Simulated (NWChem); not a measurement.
Basis-set convergence for BeF₂

```xyz
3

Be     0.0000     0.0000     0.0000
F      0.0000     0.0000     1.3865
F      0.0000     0.0000    -1.3865
```
Charge 0, spin multiplicity 1.

Program: NWChem. The geometry was optimised at B3LYP/def2-SVP, a minimum by its harmonic frequencies.

Quantity: LUMO energy at the level B3LYP.

B3LYP has NWChem's definition, with VWN1-RPA local correlation. The Pople sets run with spherical d functions. The structure started from a generated list of species.

### Question
In cc-pVQZ the value is -0.98 eV. Among 3-21G, cc-pVDZ, 6-31+G*, 6-311G**, 6-311++G**, pcseg-2, def2-TZVP, aug-cc-pVTZ, def2-QZVP, which is the smallest basis within 0.2 eV of it?

### Answer
6-31+G*, with 54 functions against 165 (also within reach: 6-311++G**, pcseg-2, def2-TZVP, aug-cc-pVTZ, def2-QZVP). cc-pVQZ isn't the basis-set limit itself, and a small set can land close by cancellation.

```csv
basis,functions,LUMO energy (eV)
3-21G,27,-0.14
cc-pVDZ,42,-0.69
6-31+G*,54,-1.12
6-311G**,54,-0.74
6-311++G**,66,-1.16
pcseg-2,75,-1.01
def2-TZVP,81,-1.05
aug-cc-pVTZ,138,-1.12
def2-QZVP,150,-1.01
cc-pVQZ,165,-0.98
```
